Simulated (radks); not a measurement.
The numbers below are computed, except where a source is named.
Problem. Valence configurations of the cobalt ion Co+ (all share [Ar]). Level of theory: non-relativistic Kohn-Sham, r2SCAN, spin-polarised, spherical densities, point nucleus; open shells are filled with parallel spins first; meta-GGA in the generalised Kohn-Sham scheme (a radial shooting solver on a logarithmic mesh with Libxc functionals). Order these by energy: 3d6 4p2; 3d7 4p1; 3d6.5 4p1.5; 3d7 4s1; 3d4 4s1 4p3; 3d7.5 4s0.5; 3d7.5 4p0.5; 3d5 4s1 4p2; 3d8; 3d5 4p3.

Solution. From the lowest, in eV above it: 3d8 0.000; 3d7.5 4s0.5 0.225; 3d7 4s1 0.658; 3d7.5 4p0.5 2.771; 3d7 4p1 6.215; 3d6.5 4p1.5 10.445; 3d6 4p2 15.560; 3d5 4s1 4p2 21.603; 3d5 4p3 28.696; 3d4 4s1 4p3 48.083. NIST lists [Ar] 3d8 as the ground configuration; this level of theory agrees among the configurations tried. The energies are those of spherical high-spin densities, not of single terms.
